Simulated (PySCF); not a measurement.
## Co⁺: ionisation energy

Co⁺ [Ar] 3d8 (3F) → Co²⁺ [Ar] 3d7 (4F), as a difference of total energies. Computed with PySCF 2.14 in aug-cc-pwCVTZ-DK with one added diffuse shell each of s, p, d, f, g type (11s10p8d5f4g, 152 functions), with scalar relativity by spin-free X2C-1e. Correlated levels: valence: [Ar] frozen; valence and next inner shell: [Ne] frozen; nothing frozen. The calculations carry no spin-orbit coupling.

```csv
method,ionisation energy (eV),plus first-order spin-orbit estimate,error of that sum (eV)
UHF,14.177,14.167,-2.917
LDA,18.336,18.325,+1.241
PBE,17.881,17.871,+0.787
PBE0,17.199,17.189,+0.105
r2SCAN,17.363,17.352,+0.268
MP2 (valence),17.024,17.014,-0.070
SCS-MP2 (valence),16.936,16.925,-0.159
MP2 (valence and next inner shell),17.702,17.691,+0.607
SCS-MP2 (valence and next inner shell),17.407,17.397,+0.313
MP2 (all electrons),17.715,17.704,+0.620
SCS-MP2 (all electrons),17.412,17.401,+0.317
```

Reference: 17.084 eV (measured; NIST Atomic Spectra Database, ionization energies).

A first-order spin-orbit estimate (lowest level to lowest level, LS coupling) adds -0.011 eV.
